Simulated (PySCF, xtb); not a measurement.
FeI₃, SMILES [I][Fe-]([I])[I] (connectivity only; charge and spin as stated), charge -1, multiplicity 5.

Harmonic wavenumbers (cm⁻¹) from GFN2-xTB (xtb) at its own minimum, in rising order: 29, 49, 49, 153, 279, 279.

Question: What does PySCF with PBE-D3(BJ)/def2-SVPD give at its own minimum? (Estimate from the structure and the level; the computed values follow.)

Answer: 42, 42, 74, 125, 244, 244. Paired by order, the mean absolute difference is 24 cm⁻¹ and the zero-point energies are 1.2 and 1.1 kcal/mol.
